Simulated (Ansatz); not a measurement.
`SB[SiH2][SbH2]` + `N[SiH](O)F` → `N[SiH](F)[O][SbH2]` + `[SiH3]BS`  (cleavage of the Sb–Si bond)

Isolated molecules relaxed with PBE0-D4/def2-TZVP in Ansatz; ΔE leaves out vibrations. CBS: MP2 limit from def2 TZ/QZ plus the TZ coupled-cluster correction, frozen cores. This one scheme is used for every species. Elements past krypton have def2 core potentials. For Sb outer-core shells are correlated without core-valence functions, which leaves a few kJ/mol of doubt a bond. Each species was taken in one conformer, which may not be the lowest.

`SB[SiH2][SbH2]`:

Z-matrix (Å, degrees):
```
Si
B 1 1.991
Sb 1 2.586 2 105.8
H 1 1.489 2 115.0 3 -117.9
H 1 1.489 2 113.2 3 116.4
S 2 1.767 1 119.1 3 100.7
H 2 1.193 1 120.8 3 -75.2
H 3 1.709 1 91.2 2 -47.7
H 3 1.710 1 91.4 2 43.6
H 6 1.346 2 100.0 1 -174.6
```

`N[SiH](O)F`:

Z-matrix (Å, degrees):
```
Si
O 1 1.629
F 1 1.596 2 112.6
N 1 1.699 2 110.7 3 116.3
H 1 1.474 2 104.5 3 -115.6
H 2 0.959 1 117.0 3 -71.5
H 4 1.007 1 120.5 2 -153.1
H 4 1.006 1 121.6 2 56.5
```

`N[SiH](F)[O][SbH2]`:

Cartesian coordinates in Å:
```
N 1.070 -1.132 0.180
Si 0.619 0.336 0.925
F 1.874 1.294 0.685
O -0.727 0.902 0.235
Sb -1.157 0.821 -1.698
H 2.039 -1.408 0.153
H 0.462 -1.934 0.208
H 0.383 0.311 2.382
H -2.688 1.547 -1.440
H -1.875 -0.738 -1.630
```

`[SiH3]BS`:

Cartesian coordinates in Å:
```
Si 1.268 0.092 -0.039
B -0.734 0.259 -0.016
S -1.700 -1.201 0.185
H 1.733 -1.313 0.122
H 1.854 0.910 1.060
H 1.801 0.619 -1.327
H -1.281 1.313 -0.133
H -2.942 -0.679 0.148
```

```tsv
species	CCSD(T)/CBS(def2) energy (Eh)
`SB[SiH2][SbH2]`	-955.28031
`N[SiH](O)F`	-521.31725
`N[SiH](F)[O][SbH2]`	-761.92621
`[SiH3]BS`	-714.65737
```

**Question.** Work out ΔE.

**Answer.** ΔE = (-761.92621) + (-714.65737) − (-955.28031) − (-521.31725) = 0.01398 Eh = +36.7 kJ/mol.

Largest T1 diagnostic among the species: 0.015.

From r2SCAN to r2SCAN0 (25 % exact exchange), in def2-TZVPP and without D4, ΔE moves by +5.8 kJ/mol. In def2-TZVPP, CCSD(T) changes the Hartree–Fock value by +14.4 kJ/mol (the triples alone add +1.6 kJ/mol) and MP2 by +20.5 kJ/mol.
